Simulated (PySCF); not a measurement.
arsenic atom (As), quartet; M062X/STO-3G in PySCF.

Input for PySCF:
```python
from pyscf import gto, scf, dft

mol = gto.M(
    atom='''
As    0.00000000    0.00000000    0.00000000
''',
    basis='sto-3g',
    spin=3,
    verbose=4,
)

mf = dft.UKS(mol)
mf.xc = 'm062x'
mf.init_guess = 'sap'
mf.kernel()
```

Output, abridged:

```
PySCF version 2.14.0

[INPUT] verbose = 4
[INPUT] num. atoms = 1
[INPUT] num. electrons = 33
[INPUT] charge = 0
[INPUT] spin (= nelec alpha-beta = 2S) = 3
[INPUT] symmetry False subgroup None
[INPUT] Mole.unit = angstrom
[INPUT] Symbol           X                Y                Z      unit          X                Y                Z       unit  Magmom
[INPUT]  1 As     0.000000000000   0.000000000000   0.000000000000 AA    0.000000000000   0.000000000000   0.000000000000 Bohr   0.0

nuclear repulsion = 0
number of shells = 8
number of NR pGTOs = 54
number of NR cGTOs = 18
basis = sto-3g
ecp = {}

******** <class 'pyscf.dft.uks.UKS'> ********
method = UKS
initial guess = sap
damping factor = 0
level_shift factor = 0
DIIS = <class 'pyscf.scf.diis.CDIIS'>
diis_start_cycle = 1
diis_space = 8
diis_damp = 0
SCF conv_tol = 1e-09
SCF conv_tol_grad = None
SCF max_cycles = 50
direct_scf = True
direct_scf_tol = 1e-13
number electrons alpha = 18  beta = 15
XC library pyscf.dft.libxc version 7.1.2
    S. Lehtola, C. Steigemann, M. J. T. Oliveira, and M. A. L. Marques,  SoftwareX 7, 1–5 (2018)
XC functionals = m062x
    Y. Zhao and D. G. Truhlar,  Theor. Chem. Acc. 120, 215 (2008)
    Y. Zhao and D. G. Truhlar,  Theor. Chem. Acc. 120, 215 (2008)
radial grids:
    Treutler-Ahlrichs [JCP 102, 346 (1995); DOI:10.1063/1.469408] (M4) radial grids

becke partition: Becke, JCP 88, 2547 (1988); DOI:10.1063/1.454033
pruning grids: <function nwchem_prune>
grids dens level: 3
symmetrized grids: False
atomic radii adjust function: <function treutler_atomic_radii_adjust>
small_rho_cutoff = 0
Set gradient conv threshold to 3.16228e-05
Initial guess from superposition of atomic potentials (doi:10.1021/acs.jctc.8b01089)
This is the Gaussian fit version as described in doi:10.1063/5.0004046.
Found SAP basis sapgrasplarge

tot grids = 20424
init E= -2210.15058023083
cycle= 1 E= -2210.49643565624  delta_E= -0.346  |g|= 0.0271  |ddm|= 1.99
cycle= 2 E= -2210.49660040428  delta_E= -0.000165  |g|= 0.0013  |ddm|= 0.0102
cycle= 3 E= -2210.49660078407  delta_E= -3.8e-07  |g|= 1.5e-05  |ddm|= 0.000512
cycle= 4 E= -2210.49660078412  delta_E= -5.09e-11  |g|= 1.85e-07  |ddm|= 5.93e-06
Extra cycle  E= -2210.49660078412  delta_E=    0  |g|= 1.09e-08  |ddm|= 6.77e-08
converged SCF energy = -2210.49660078412  <S^2> = 3.75  2S+1 = 4
```
